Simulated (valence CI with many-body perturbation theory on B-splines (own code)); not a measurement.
## E1 transitions of Ge27+

Calculated by valence CI with perturbative core correlation (CI+MBPT): three valence electrons over a frozen Dirac-Fock core [He], a basis of 11 s, 11 p, 9 d, 7 f, 5 g, 2 h, 1 i functions for each j, with the one-electron correlation potential Σ1, the two-electron term Σ2, the three-electron term Σ3, Breit, model QED; selected CI, second order for the rest (own B-spline code, finite nucleus).

No measured spectrum was set against this ion. As an estimate, large intervals hold to a few tenths of a per cent, small ones and those within an open d or f shell to about a per cent.

Lines 51 to 100 of 249 in falling wavelength, among levels below 136.70 Ry, chosen from the strongest by gf and those to the six lowest levels. Wavelengths and rates use the calculated energies. Electric multipoles are in the length gauge, E1 and E2 with the static RPA response of the core. Weak lines are less certain than strong ones. Lines between different terms over intervals too small for the method are left out, as are lines whose strength nearly cancels. The highest levels of a list are the least certain.

Levels are named by their leading jj configuration (3d3/2^4 stands for four electrons in 3d with j = 3/2), which in mixed levels can hold well under half, so a name can repeat and another be missing. Letters in brackets count levels of one name in rising energy.

```
λ vac (Å)                          Upper                       Lower   A (s⁻¹)  S (a.u.)
    109.3             (2s 2p3/2^2) J=5/2          (2s^2 2p3/2) J=3/2  9.63e+09  3.72e-02
    107.1          (2p1/2 2p3/2^2) J=3/2  (2s 2p1/2 2p3/2) J=3/2 [b]  8.65e+09  2.10e-02
    104.2          (2p1/2^2 2p3/2) J=3/2      (2s 2p1/2 2p3/2) J=5/2  2.38e+10  5.32e-02
    103.9                (2p3/2^3) J=3/2          (2s 2p3/2^2) J=3/2  4.21e+10  9.31e-02
    99.41  (2p1/2 2p3/2 3p3/2) J=5/2 [a]  (2s 2p1/2 3p3/2) J=3/2 [a]  1.35e+10  3.92e-02
    99.25          (2p1/2 2p3/2^2) J=5/2  (2s 2p1/2 2p3/2) J=3/2 [b]  1.05e+10  3.03e-02
    97.27      (2p1/2 2p3/2 3p3/2) J=7/2      (2s 2p1/2 3p3/2) J=5/2  1.20e+10  4.34e-02
    94.37     (2s 2p3/2 3d5/2) J=7/2 [c]          (2s^2 3d5/2) J=5/2  2.32e+10  7.71e-02
    93.92          (2p1/2^2 2p3/2) J=3/2  (2s 2p1/2 2p3/2) J=3/2 [a]  1.59e+10  2.60e-02
    93.14         (2p1/2 2p3/2 3s) J=5/2         (2s 2p1/2 3s) J=3/2  1.38e+10  3.30e-02
    92.57     (2s 2p3/2 3p3/2) J=5/2 [b]          (2s^2 3p3/2) J=3/2  2.98e+10  7.01e-02
    92.56             (2p3/2^2 3s) J=3/2     (2s 2p3/2 3s) J=3/2 [a]  2.37e+10  3.72e-02
    92.32     (2s 2p3/2 3d3/2) J=5/2 [b]          (2s^2 3d3/2) J=3/2  2.40e+10  5.59e-02
    91.42     (2s 2p3/2 3d3/2) J=3/2 [b]          (2s^2 3d3/2) J=3/2  3.65e+10  5.51e-02
    90.97     (2s 2p3/2 3d5/2) J=5/2 [b]          (2s^2 3d5/2) J=5/2  3.84e+10  8.57e-02
    90.93            (2s 2p3/2 3s) J=1/2             (2s^2 3s) J=1/2  4.20e+10  3.12e-02
    90.83     (2s 2p1/2 2p3/2) J=3/2 [b]          (2s^2 2p1/2) J=1/2  2.62e+10  3.88e-02
    90.63     (2s 2p3/2 3p3/2) J=3/2 [b]          (2s^2 3p3/2) J=3/2  3.64e+10  5.36e-02
    90.34     (2s 2p3/2 3p1/2) J=3/2 [b]          (2s^2 3p1/2) J=1/2  3.29e+10  4.79e-02
    89.21        (2s 2p3/2 3s) J=3/2 [c]             (2s^2 3s) J=1/2  2.31e+10  3.23e-02
    88.43     (2s 2p3/2 3d5/2) J=3/2 [b]          (2s^2 3d5/2) J=5/2  4.33e+10  5.91e-02
    88.34     (2s 2p3/2 3d3/2) J=1/2 [b]          (2s^2 3d3/2) J=3/2  4.82e+10  3.28e-02
    84.34          (2p1/2 2p3/2^2) J=1/2  (2s 2p1/2 2p3/2) J=3/2 [b]  5.38e+10  3.18e-02
    84.10          (2p1/2 2p3/2^2) J=3/2      (2s 2p1/2 2p3/2) J=5/2  2.96e+09  3.47e-03
    83.57         (2s 2p1/2 2p3/2) J=1/2          (2s^2 2p1/2) J=1/2  6.60e+10  3.80e-02
    82.17             (2s 2p3/2^2) J=1/2          (2s^2 2p3/2) J=3/2  5.61e+10  3.07e-02
    81.37             (2s 2p3/2^2) J=3/2          (2s^2 2p3/2) J=3/2  7.83e+10  8.32e-02
    81.13          (2p1/2^2 2p3/2) J=3/2          (2s 2p1/2^2) J=1/2  2.02e+10  2.13e-02
    79.20          (2p1/2 2p3/2^2) J=5/2      (2s 2p1/2 2p3/2) J=5/2  1.07e+10  1.57e-02
    77.28          (2p1/2 2p3/2^2) J=3/2  (2s 2p1/2 2p3/2) J=3/2 [a]  1.59e+10  1.45e-02
    72.19                (2p3/2^3) J=3/2  (2s 2p1/2 2p3/2) J=3/2 [b]  6.80e+09  5.05e-03
    65.64             (2s 2p3/2^2) J=3/2          (2s^2 2p1/2) J=1/2  7.50e+09  4.19e-03
    8.240             (2s^2 3p1/2) J=1/2  (2s 2p1/2 2p3/2) J=3/2 [b]  3.42e+11  1.89e-04
    8.049            (2s 2p1/2 3s) J=3/2  (2s 2p1/2 2p3/2) J=3/2 [b]  2.10e+11  2.17e-04
    8.041             (2p3/2^2 3s) J=3/2             (2p3/2^3) J=3/2  5.65e+12  5.80e-03
    8.016             (2s^2 3p3/2) J=3/2      (2s 2p1/2 2p3/2) J=5/2  1.67e+11  1.70e-04
    7.996        (2s 2p1/2 3s) J=1/2 [b]  (2s 2p1/2 2p3/2) J=3/2 [b]  3.18e+12  1.61e-03
    7.975     (2p1/2 2p3/2 3s) J=3/2 [b]       (2p1/2 2p3/2^2) J=5/2  3.60e+12  3.60e-03
    7.965         (2p1/2 2p3/2 3s) J=1/2       (2p1/2 2p3/2^2) J=3/2  5.40e+12  2.69e-03
    7.916        (2s 2p3/2 3s) J=3/2 [a]          (2s 2p3/2^2) J=5/2  4.63e+12  4.53e-03
    7.887            (2s 2p1/2 3s) J=3/2      (2s 2p1/2 2p3/2) J=5/2  3.52e+12  3.41e-03
    7.868                (2s^2 3s) J=1/2          (2s^2 2p3/2) J=3/2  4.66e+12  2.24e-03
    7.859        (2s 2p1/2 3s) J=1/2 [a]  (2s 2p1/2 2p3/2) J=3/2 [a]  5.47e+12  2.62e-03
    7.849        (2s 2p3/2 3s) J=3/2 [a]  (2s 2p1/2 2p3/2) J=3/2 [b]  2.65e+11  2.53e-04
    7.827             (2p3/2^2 3s) J=5/2       (2p1/2 2p3/2^2) J=5/2  3.81e+12  5.41e-03
    7.822            (2s 2p1/2 3s) J=3/2  (2s 2p1/2 2p3/2) J=3/2 [a]  6.57e+11  6.21e-04
    7.817         (2p1/2 2p3/2 3s) J=5/2       (2p1/2^2 2p3/2) J=3/2  4.05e+12  5.73e-03
    7.812     (2s 2p3/2 3d5/2) J=5/2 [a]          (2s 2p3/2^2) J=3/2  3.90e+12  5.50e-03
    7.791     (2s 2p1/2 3d3/2) J=3/2 [a]  (2s 2p1/2 2p3/2) J=3/2 [b]  1.82e+12  1.70e-03
    7.788     (2s 2p3/2 3d5/2) J=3/2 [a]          (2s 2p3/2^2) J=3/2  6.75e+12  6.29e-03
```
